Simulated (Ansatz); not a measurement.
One geometry of [Ni(SH)4]2- (NiH4S4²⁻), several levels of theory.

```yaml
crystal:
  periodic: [false, false, false]
  atoms:
    - {symbol: Ni, position_ang: [-0.001023, -0.000033, -0.001150]}
    - {symbol: S, position_ang: [-1.697244, 0.163789, 1.536506]}
    - {symbol: H, position_ang: [-1.799603, 1.508240, 1.690483]}
    - {symbol: S, position_ang: [1.732327, -0.165095, -1.496822]}
    - {symbol: H, position_ang: [1.853951, -1.510236, -1.629312]}
    - {symbol: S, position_ang: [0.140483, 2.289270, -0.088228]}
    - {symbol: H, position_ang: [1.148424, 2.468859, -0.979047]}
    - {symbol: S, position_ang: [-0.180480, -2.287878, 0.043116]}
    - {symbol: H, position_ang: [-1.196845, -2.466916, 0.924445]}
basis:
  gaussian: {orbitals: def2-TZVPD, initial_orbitals: start.molden}
total_charge: -2
hamiltonian: {xc: pbe}
correlation: {method: rpa}
scf: {omitted_lower_state_checks: [starts]}
```

The file start.molden holds the orbitals of an earlier run on this structure, at another level or in another basis.

```sh
$ ansatz run in.yaml --threads 4 --pin off --events-out ev --progress --plain --max-ram 8704MiB
```

Output, abridged:

```
Functional definition: PBE
1861 factors; integrals over basis functions are off by at most 1.1e-3 eV
mean field evaluation 1: about -84430.9626 eV, gradient 1.7e1 eV
mean field evaluation 2: about -84431.3201 eV, gradient 7.3e-1 eV
mean field evaluation 4: about -84431.3282 eV, gradient 2.8e-2 eV
mean field evaluation 8: about -84431.3282 eV, gradient 1.7e-6 eV
mean field -84431.32816141 eV, -3102.7940803221 hartree, gradient 1.7e-6 eV, S^2 0.000000; 0 other end points of the search recorded, 0 dependent functions left out
25 core orbitals not correlated: weight in the atoms' cores, before any rotation towards them, 1.000 or more for the frozen orbitals, at most 0.000 for the correlated occupied ones
reference -84332.76020319 eV, -3099.1717746691 hartree; 24, 24 occupied and 219, 219 virtual orbitals, 1861 factors
Total energy: -84393.03808038 eV, -3101.3869457982 hartree
Checks for a lower state left out: starts
```

Hardware: 4 threads of Intel Xeon 6975P-C on a shared host. Wall time 5.5 s, peak host memory 0.88 GiB.

As the first input, with `correlation: {method: mp2}`, `output: {orbitals: {seedname: orbitals}}` and without the key `hamiltonian` (abridged; 7.5 s):

```
Functional definition: HF
mean field -84338.14196587 eV, -3099.3695508000 hartree, gradient 5.9e-6 eV, S^2 0.000000; unrestricted orbitals would lower it
25 core orbitals not correlated: weight in the atoms' cores, before any rotation towards them, 1.000 or more for the frozen orbitals, at most 0.000 for the correlated occupied ones
second order -37.51754644 eV of doubles, -0.00000000 eV of singles
Total energy: -84375.65951231 eV, -3100.7482952014 hartree
Checks for a lower state left out: starts
```

The first input with `hamiltonian: {xc: pbe0, dispersion: d4}`, `output: {orbitals: {seedname: orbitals}}` and without the key `correlation` (abridged; 4.7 s):

```
Functional definition: PBE0
mean field -84433.91023559 eV, -3102.8889697982 hartree, gradient 1.4e-5 eV, S^2 0.000000
Total energy: -84434.27389435 eV, -3102.9023340110 hartree
Checks for a lower state left out: starts
```

First input, but with `hamiltonian: {xc: r2scan, dispersion: d4}`, `output: {orbitals: {seedname: orbitals}}` and without the key `correlation` (abridged; 4.3 s):

```
Functional definition: r2SCAN
mean field -84452.93071061 eV, -3103.5879593625 hartree, gradient 1.4e-5 eV, S^2 0.000000
Total energy: -84453.03039381 eV, -3103.5916226527 hartree
Checks for a lower state left out: starts
```

First input, but with `gaussian: {orbitals: 6-31G}`, `hamiltonian: {xc: {name: B3LYP}, dispersion: d4}`, `output: {orbitals: {seedname: orbitals}}` and without the key `correlation` (abridged; 1.2 s):

```
Functional definition: B3LYP
mean field evaluation 16: about -84444.8315 eV, gradient 2.4e-5 eV
mean field -84444.83147434 eV, -3103.2903179193 hartree, gradient 3.3e-5 eV, S^2 0.000000
Total energy: -84445.52423826 eV, -3103.3157765240 hartree
Checks for a lower state left out: starts
```

Geometry: B3LYP-D4/def2-SVPD.

The 6-31G sets use Cartesian d functions. B3LYP takes the VWN-RPA correlation. Correlated methods freeze 25 core orbitals; core or outer-core shells of Ni are correlated, in sets that lack core-valence functions. A multiply charged anion in the gas phase is held together partly by the finite basis. The restricted singlet is unstable towards broken spin symmetry at other levels; at RPA@PBE/def2-TZVPD, B3LYP-D4/6-31G this wasn't settled. At MP2/def2-TZVPD, PBE0-D4/def2-TZVPD, r2SCAN-D4/def2-TZVPD the restricted singlet (for correlated methods, its reference) is unstable: a solution with broken spin symmetry lies lower. At PBE0-D4/def2-TZVPD, r2SCAN-D4/def2-TZVPD, B3LYP-D4/6-31G the highest occupied level of the charge -2 singlet lies above zero (up to 3.71 eV). The electron is either unbound and held by the finite basis, or the level is raised by self-interaction error. The geometry of the singlet was relaxed on an unsound state (restricted singlet, unstable towards broken spin symmetry at other levels and untested here). At PBE0-D4/def2-TZVPD a triplet of charge -2 lies 0.28 eV below the restricted singlet, each at its own geometry.
